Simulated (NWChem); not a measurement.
Molecule: Si₄H₉, doublet; SMILES [SiH2]([SiH3])[SiH][SiH3]

```xyz
13

Si     0.8490    -2.4397     0.1626
Si    -0.9616    -1.0744    -0.4284
Si    -1.0140     1.1436     0.3403
Si     0.9625     2.3168    -0.1677
H      0.7524    -3.7394    -0.5570
H      0.9033    -2.7228     1.6263
H      2.1232    -1.7751    -0.2247
H     -2.2702    -1.7676    -0.2182
H     -2.1734     1.8287    -0.3023
H     -1.2429     1.1974     1.8169
H      0.8577     3.7330     0.2812
H      2.1293     1.6941     0.5165
H      1.2184     2.3031    -1.6342
```
Atoms are numbered in this order, from 1.

Computed with NWChem. Pople sets run with spherical d functions. Spin-unrestricted. Coordinates come from a B3LYP/6-31G* (spherical d), spin-unrestricted optimisation. No stability test was run on the SCF state. Level PBE0/6-31G*: energy and gradient; each run changes one setting, and changes count from the defaults (medium grid, exact Coulomb integrals, symmetry on).

```
setting                              size of the energy change (μHa)  largest change of a gradient component (μHa/bohr)  time, defaults = 1 (rough)
-----------------------------------  -------------------------------  -------------------------------------------------  --------------------------
defaults                                                        < 10                                               < 30                     about 1
extra-fine grid                                                   40                                                 60                           2
tight SCF thresholds and tolerances                             < 10                                                 30                           2
Becke weights                                                     40                                                 60                     about 1
symmetry off                                                    < 10                                        other frame                     about 1
```
